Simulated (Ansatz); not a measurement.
C$_{3}$H$_{6}$AlB, SMILES `BC1=[CH][AlH][CH2]1`, relaxed with RKS PBE0-D4/def2-TZVP in the Gaussian-basis code of Ansatz from a PBE-D4/def2-SVP geometry. The force threshold is 0.005 eV/Å; the program also tests the step.

Charge 0, multiplicity 1.

Start:

```xyz
11

B     0.850   -0.942    1.316
C     0.332   -0.222    0.054
C     0.899    0.988   -0.328
Al   -0.835    1.395   -1.084
C    -0.954   -0.558   -0.711
H     2.040   -1.149    1.474
H     0.066   -1.259    2.196
H     1.879    1.331    0.043
H    -1.790    2.669   -1.279
H    -1.760   -1.030   -0.111
H    -0.727   -1.223   -1.570
```

(1) By how much does the energy fall, and how many steps does the optimiser take? (Best estimate.)

(2) Which bonds change most? (An estimate is asked.)

(3) Give the relaxed structure. (Estimate.)

## Answers

(1) Computed: 4.98 kJ/mol, in 9 steps, 1 of them rejected.

(2) Computed: Al4–C5 from 1.992 to 1.964 Å; B1–H6 from 1.218 to 1.197 Å; B1–H7 from 1.220 to 1.199 Å.

(3) Ansatz gave: 
```xyz
11

B     0.860   -0.949    1.297
C     0.326   -0.216    0.058
C     0.879    0.984   -0.300
Al   -0.828    1.381   -1.071
C    -0.959   -0.543   -0.698
H     2.036   -1.112    1.447
H     0.099   -1.305    2.152
H     1.837    1.318    0.085
H    -1.753    2.643   -1.344
H    -1.750   -0.990   -0.092
H    -0.748   -1.212   -1.535
```
